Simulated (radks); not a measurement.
All-electron atom: Co in [Ar] 3d8 4s1 (not the ground configuration). All-electron calculation, non-relativistic Kohn-Sham, BLYP, spin-polarised, spherical densities, point nucleus; open shells are filled with parallel spins first. Program: a radial shooting solver on a logarithmic mesh with Libxc functionals.

Unscreened Slater integrals over Kohn-Sham orbitals (eV). They are taken over the spin-up orbitals.

integral,value
"F0(4s,4s)",8.0074
"F0(4s,3d)",10.232
"G2(4s,3d)",1.3399
"F0(4s,3p)",10.549
"G1(4s,3p)",0.48853
"F0(4s,3s)",10.579
"G0(4s,3s)",0.34854
"F0(3d,3d)",22.585
"F2(3d,3d)",9.9483
"F4(3d,3d)",6.1031
"F0(3d,3p)",25.681
"F2(3d,3p)",11.720
"G1(3d,3p)",14.489
"G3(3d,3p)",8.6909
"F0(3d,3s)",26.183
"G2(3d,3s)",10.865
"F0(3p,3p)",29.843
"F2(3p,3p)",14.869
"F0(3p,3s)",30.498
"G1(3p,3s)",20.163
"F0(3s,3s)",31.211

Derived for the open shells (J is the average intra-shell exchange parameter used in DFT+U). 3d: Racah B = F2/49 - 5 F4/441 = 0.1338 eV, C = 35 F4/441 = 0.4844 eV, C/B = 3.62, F4/F2 = 0.613, J = (F2 + F4)/14 = 1.147 eV.
